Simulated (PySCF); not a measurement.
C2H6InN, SMILES C=[CH][InH][NH2].

The structure is a stationary point at r2SCAN-D4/def2-SVP. The structure was generated by enumeration; whether it is a known compound was not checked. The def2 effective core potentials stand for the cores of In; spin–orbit coupling is left out. One conformer was computed; it need not be the lowest.

The numbers are results of PBE/def2-TZVP (PySCF), not measurements.

Gas-phase values at a fixed geometry.

Problem. Estimate the frontier levels, gap, dipole moment and polarisability. (Estimate from the structure and the level; the computed values follow.)

Solution. 
| Property | Result |
|---|---|
| highest occupied level | -5.44 eV |
| lowest empty level | -1.96 eV |
| orbital gap | 3.48 eV |
| dipole moment | 0.56 D |
| quadrupole, principal values (traceless, Buckingham form, about the centre of nuclear charge) | -2.88, -0.63, 3.52 D·Å |
| mean static polarisability | 72.3 bohr³ (10.71 Å³) |
| polarisability, principal values | 48.0, 76.6, 92.3 bohr³ |
